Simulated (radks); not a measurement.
The numbers below are computed, except where a source is named.
Neutral palladium inside a hard spherical wall (all orbitals vanish at R), configuration held at [Kr] 4d10 and not refilled when levels cross. Code: a radial shooting solver on a logarithmic mesh with Libxc functionals. Model: scalar-relativistic Kohn-Sham, PBEsol, spin-polarised, spherical densities, finite nucleus; Fermi nuclear charge, rms radius 4.5318 fm. Eigenvalues in eV for spin up, with the zero of energy where the potential of the charges vanishes at infinity; a dash marks a level that is unbound or too diffuse for the functional's potential to be trusted. A positive occupied level is held by the wall or, in an anion where self-interaction has pushed it up, behind a barrier. The pressure on the wall is -dE/dV.

R (bohr)  E (hartree)  kinetic (hartree)    e(3d)    e(4s)    e(4p)   e(4d)  e(5s, empty)  e(5p, empty)  pressure (GPa)
free      -5043.33531           5230.561  -325.50  -85.244  -51.141  -4.051        -3.296             -               0
20        -5043.33531           5230.561  -325.50  -85.244  -51.141  -4.051        -3.296             -        < 0.0001
15        -5043.33531           5230.561  -325.50  -85.244  -51.141  -4.050        -3.296        -0.183        < 0.0001
12        -5043.33530           5230.561  -325.50  -85.242  -51.139  -4.049        -3.293        -0.079        0.000198
10        -5043.33520           5230.562  -325.49  -85.229  -51.126  -4.037        -3.272         0.121         0.00292
6         -5043.32220           5230.645  -324.78  -84.553  -50.465  -3.440        -2.295         2.541            1.09
5         -5043.28640           5230.836  -323.59  -83.439  -49.384  -2.454        -0.662         5.273            6.24
4         -5043.13115           5231.560  -320.19  -80.385  -46.451   0.317         4.222        12.322            45.0
3         -5042.29227           5235.051  -309.41  -71.502  -37.986   9.129        22.056        35.288             487
2         -5034.78853           5264.631  -263.26  -38.379   -4.276  48.958        118.28        144.58           12500
1.5       -5009.26690           5352.366  -181.69   27.143   67.073  132.19        330.53        366.82          108000
